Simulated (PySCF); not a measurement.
OSr (SMILES [O]=[Sr]), singlet, geometry from GFN2-xTB (such geometries of metal compounds can be far from the true shape) (all electrons, no relativity); TPSS/3-21G (PySCF).

Here is a job for PySCF.
```python
from pyscf import gto, scf, dft

mol = gto.Mole()
mol.atom = '''
    Sr   -0.00000000   -0.00000000   -0.34796338
    O     0.00000000    0.00000000    1.65282606
'''
mol.basis = '3-21g'
mol.verbose = 4
mol.build()

mf = dft.RKS(mol)
mf.xc = 'tpss'
mf.kernel()
mf.analyze()
```

### Question
Write the output that PySCF gives for this input, abridged.

### Answer

```
PySCF version 2.14.0

[INPUT] verbose = 4
[INPUT] num. atoms = 2
[INPUT] num. electrons = 46
[INPUT] charge = 0
[INPUT] spin (= nelec alpha-beta = 2S) = 0
[INPUT] symmetry False subgroup None
[INPUT] Mole.unit = angstrom
[INPUT] Symbol           X                Y                Z      unit          X                Y                Z       unit  Magmom
[INPUT]  1 Sr     0.000000000000   0.000000000000  -0.347963380000 AA    0.000000000000   0.000000000000  -0.657555489578 Bohr   0.0
[INPUT]  2 O      0.000000000000   0.000000000000   1.652826060000 AA    0.000000000000   0.000000000000   3.123388584944 Bohr   0.0

nuclear repulsion = 80.4031993090088
number of shells = 17
number of NR pGTOs = 81
number of NR cGTOs = 35
basis = 3-21g
ecp = {}

******** <class 'pyscf.dft.rks.RKS'> ********
method = RKS
initial guess = minao
damping factor = 0
level_shift factor = 0
DIIS = <class 'pyscf.scf.diis.CDIIS'>
diis_start_cycle = 1
diis_space = 8
diis_damp = 0
SCF conv_tol = 1e-09
SCF conv_tol_grad = None
SCF max_cycles = 50
direct_scf = True
direct_scf_tol = 1e-13
XC library pyscf.dft.libxc version 7.1.2
    S. Lehtola, C. Steigemann, M. J. T. Oliveira, and M. A. L. Marques,  SoftwareX 7, 1–5 (2018)
XC functionals = tpss
    J. Tao, J. P. Perdew, V. N. Staroverov, and G. E. Scuseria,  Phys. Rev. Lett. 91, 146401 (2003)
    J. P. Perdew, J. Tao, V. N. Staroverov, and G. E. Scuseria,  J. Chem. Phys. 120, 6898 (2004)
    J. Tao, J. P. Perdew, V. N. Staroverov, and G. E. Scuseria,  Phys. Rev. Lett. 91, 146401 (2003)
    J. P. Perdew, J. Tao, V. N. Staroverov, and G. E. Scuseria,  J. Chem. Phys. 120, 6898 (2004)
radial grids:
    Treutler-Ahlrichs [JCP 102, 346 (1995); DOI:10.1063/1.469408] (M4) radial grids

becke partition: Becke, JCP 88, 2547 (1988); DOI:10.1063/1.454033
pruning grids: <function nwchem_prune>
grids dens level: 3
symmetrized grids: False
atomic radii adjust function: <function treutler_atomic_radii_adjust>
small_rho_cutoff = 0
Set gradient conv threshold to 3.16228e-05
Initial guess from minao.
tot grids = 35992
init E= -3189.83974450812
  HOMO = -0.420959828976388  LUMO = -0.140157868736572  gap/eV = 7.64101
cycle= 1 E= -3192.80789893953  delta_E= -2.97  |g|= 1.47  |ddm|= 2.07
  HOMO = -0.0100895686888621  LUMO = 0.0240835679460178  gap/eV = 0.92990
cycle= 2 E= -3183.02247039837  delta_E= 9.79  |g|= 3.89  |ddm|= 6.83
  HOMO = -0.0755206529995144  LUMO = -0.0430102538099653  gap/eV = 0.88465
cycle= 3 E= -3191.56403334597  delta_E= -8.54  |g|=  2.5  |ddm|= 5.86
  HOMO = -0.171543302800804  LUMO = -0.0980957314882516  gap/eV = 1.99861
cycle= 4 E= -3193.23623951063  delta_E= -1.67  |g|= 0.623  |ddm|= 2.95
  HOMO = -0.061996910497255  LUMO = -0.0334512983061628  gap/eV = 0.77677
cycle= 5 E= -3191.27883496101  delta_E= 1.96  |g|= 2.58  |ddm|= 2.73
  HOMO = -0.05470647294546  LUMO = -0.0227157513252911  gap/eV = 0.87051
cycle= 6 E= -3190.7013685214  delta_E= 0.577  |g|= 2.83  |ddm|= 0.268
  HOMO = -0.0538419985409326  LUMO = -0.0186157222943959  gap/eV = 0.95856
cycle= 7 E= -3190.08480366182  delta_E= 0.617  |g|= 2.99  |ddm|= 0.255
  HOMO = -0.0919934442770346  LUMO = -0.0739204402593598  gap/eV = 0.49179
cycle= 8 E= -3192.71704049477  delta_E= -2.63  |g|= 1.51  |ddm|= 1.34
  HOMO = -0.0643485085767812  LUMO = -0.0420351426837788  gap/eV = 0.60718
cycle= 9 E= -3191.43388175528  delta_E= 1.28  |g|= 2.52  |ddm|=  0.8
  HOMO = -0.0873154073874133  LUMO = -0.0741121794769715  gap/eV = 0.35928
cycle= 10 E= -3192.88301579121  delta_E= -1.45  |g|= 1.37  |ddm|= 0.982
  HOMO = -0.119589398185025  LUMO = -0.0979812356249585  gap/eV = 0.58799
cycle= 11 E= -3193.40627411218  delta_E= -0.523  |g|= 0.271  |ddm|= 0.986
  HOMO = -0.119102563011095  LUMO = -0.099978364647296  gap/eV = 0.52040
cycle= 12 E= -3193.38969075609  delta_E= 0.0166  |g|= 0.366  |ddm|= 0.122
  HOMO = -0.127370086200928  LUMO = -0.104572512139725  gap/eV = 0.62035
cycle= 13 E= -3193.42705701719  delta_E= -0.0374  |g|= 0.0205  |ddm|= 0.34
  HOMO = -0.131956757297845  LUMO = -0.10623582289934  gap/eV = 0.69990
cycle= 14 E= -3193.42412071926  delta_E= 0.00294  |g|= 0.102  |ddm|= 0.135
  HOMO = -0.129716714252836  LUMO = -0.105436334339651  gap/eV = 0.66070
cycle= 15 E= -3193.4270247782  delta_E= -0.0029  |g|= 0.0242  |ddm|= 0.0816
  HOMO = -0.129064188645763  LUMO = -0.105238113966545  gap/eV = 0.64834
cycle= 16 E= -3193.42720063631  delta_E= -0.000176  |g|= 0.00401  |ddm|= 0.0321
  HOMO = -0.129174343436704  LUMO = -0.10529464316455  gap/eV = 0.64980
cycle= 17 E= -3193.42720556876  delta_E= -4.93e-06  |g|= 0.000195  |ddm|= 0.00479
  HOMO = -0.129171885760789  LUMO = -0.105295137849674  gap/eV = 0.64972
cycle= 18 E= -3193.42720557983  delta_E= -1.11e-08  |g|= 3.19e-06  |ddm|= 0.000205
  HOMO = -0.129172062369583  LUMO = -0.105295331501319  gap/eV = 0.64972
cycle= 19 E= -3193.42720557984  delta_E= -5.91e-12  |g|= 1.68e-06  |ddm|= 2.69e-06
  HOMO = -0.129171239931425  LUMO = -0.105295042178095  gap/eV = 0.64970
Extra cycle  E= -3193.42720557956  delta_E= 2.72e-10  |g|= 3.08e-05  |ddm|= 3.33e-05
converged SCF energy = -3193.42720557956
**** SCF Summaries ****
Total Energy =                       -3193.427205579564543
Nuclear Repulsion Energy =              80.403199309008770
One-electron Energy =                -4588.140301252999052
Two-electron Energy =                 1314.309896364425640
Two-electron Coulomb Energy =         1426.504977383062169
DFT Exchange-Correlation Energy =     -112.195081018636614
HOMO-LUMO gap [eV] =                     0.649704433755709
**** MO energy ****
MO #1   energy= -570.821316383623  occ= 2
MO #2   energy= -76.3545134937198  occ= 2
MO #3   energy= -69.2569303818592  occ= 2
MO #4   energy= -69.256407925416   occ= 2
MO #5   energy= -69.2564079254159  occ= 2
MO #6   energy= -18.6605683732397  occ= 2
MO #7   energy= -11.8299527907686  occ= 2
MO #8   energy= -9.24892591989037  occ= 2
MO #9   energy= -9.24883868771374  occ= 2
MO #10  energy= -9.2488386877137   occ= 2
MO #11  energy= -4.68897138759757  occ= 2
MO #12  energy= -4.68857485954709  occ= 2
MO #13  energy= -4.68857485954708  occ= 2
MO #14  energy= -4.68857161831135  occ= 2
MO #15  energy= -4.68857158166432  occ= 2
MO #16  energy= -1.48176578339418  occ= 2
MO #17  energy= -0.886240200936169 occ= 2
MO #18  energy= -0.857520741114078 occ= 2
MO #19  energy= -0.857520741113936 occ= 2
MO #20  energy= -0.66336153985265  occ= 2
MO #21  energy= -0.140636650990531 occ= 2
MO #22  energy= -0.129171239931429 occ= 2
MO #23  energy= -0.129171239931425 occ= 2
MO #24  energy= -0.105295042178095 occ= 0
MO #25  energy= -0.027549770745581 occ= 0
MO #26  energy= -0.027549770745576 occ= 0
MO #27  energy= 0.010429525705812  occ= 0
MO #28  energy= 0.0389229695901205 occ= 0
MO #29  energy= 0.066046078788119  occ= 0
MO #30  energy= 0.0660460787882407 occ= 0
MO #31  energy= 0.101350339975923  occ= 0
 ** Mulliken pop on meta-lowdin orthogonal AOs  **
 ** Mulliken pop  **
pop of  0 Sr 1s           2.00000
pop of  0 Sr 2s           2.00000
pop of  0 Sr 3s           1.99990
pop of  0 Sr 4s           1.99989
pop of  0 Sr 5s           0.57376
pop of  0 Sr 6s           0.01351
pop of  0 Sr 2px          2.00000
pop of  0 Sr 2py          2.00000
pop of  0 Sr 2pz          1.99999
pop of  0 Sr 3px          1.99996
pop of  0 Sr 3py          1.99996
pop of  0 Sr 3pz          1.99994
pop of  0 Sr 4px          1.99995
pop of  0 Sr 4py          1.99995
pop of  0 Sr 4pz          1.99416
pop of  0 Sr 5px          0.19064
pop of  0 Sr 5py          0.19064
pop of  0 Sr 5pz          0.16906
pop of  0 Sr 6px          0.00103
pop of  0 Sr 6py          0.00103
pop of  0 Sr 6pz          0.00268
pop of  0 Sr 3dxy         2.00000
pop of  0 Sr 3dyz         2.00000
pop of  0 Sr 3dz^2        1.99991
pop of  0 Sr 3dxz         2.00000
pop of  0 Sr 3dx2-y2      2.00000
pop of  1 O 1s            1.99982
pop of  1 O 2s            1.96638
pop of  1 O 3s            0.00502
pop of  1 O 2px           1.80408
pop of  1 O 2py           1.80408
pop of  1 O 2pz           1.27316
pop of  1 O 3px           0.00435
pop of  1 O 3py           0.00435
pop of  1 O 3pz           0.00284
 ** Mulliken atomic charges  **
charge of    0Sr =      0.86407
charge of    1O =     -0.86407
Dipole moment(X, Y, Z, Debye):  0.00000,  0.00000, -4.18482
```
